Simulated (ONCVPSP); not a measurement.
# Li, ONCV: configuration errors across variants

- Element: lithium (Li)
- Generator: ONCVPSP 4.0.1
- Type: optimised norm-conserving Vanderbilt (ONCV)
- Functional: PBE
- Relativity: scalar-relativistic
- Frozen core: none
- Valence charge: 3
- Reference configuration: 1s2 2s1
- Partial waves: 1s+2s: rc 1.10 bohr, ncon 4, nbas 8, qcut 11.3 1/bohr, 2 projectors; p scattering state at 0.32 Ha: rc 1.10 bohr, ncon 4, nbas 8, qcut 7.3 1/bohr, 1 projector; d scattering state at 0.47 Ha: rc 1.20 bohr, ncon 3, nbas 6, qcut 7.6 1/bohr, 2 projectors, debl 2.5 Ha
- Local potential: polynomial inside 1.00 bohr (lpopt 5, dvloc0 0 Ha)
- Core correction: none

All-electron excitation energies from the reference (eV): (1) 1s2 2s0 5.296; (2) 1s2 2s0.5 2.049; (3) 1s2 2s0 2p1 1.787; (4) 1s1 2s1 68.407.

2 further variants failed, have other tests or another functional or relativity, and are left out.

Errors AE − PS in meV (a dash: test not solved or not reliable):

| change | (1) | (2) | (3) | (4) | bound ghosts | GHOST(+) flags above zero |
| --- | --- | --- | --- | --- | --- | --- |
| base | +0.3 | 0.0 | +0.3 | +727 | none | none |
| p: qcut 8 | +0.3 | 0.0 | +0.4 | +727 | none | none |
| local potential polynomial inside 1.00 bohr (lpopt 5, dvloc0 6 Ha) | +0.3 | 0.0 | +0.3 | +721 | none | none |

Task: Give the same row for: s: qcut 16.6; p: qcut 10.7; d: qcut 11.2.

Result: +0.2, 0.0, +0.2, +495; bound ghosts: none; GHOST(+) flags above zero: none.
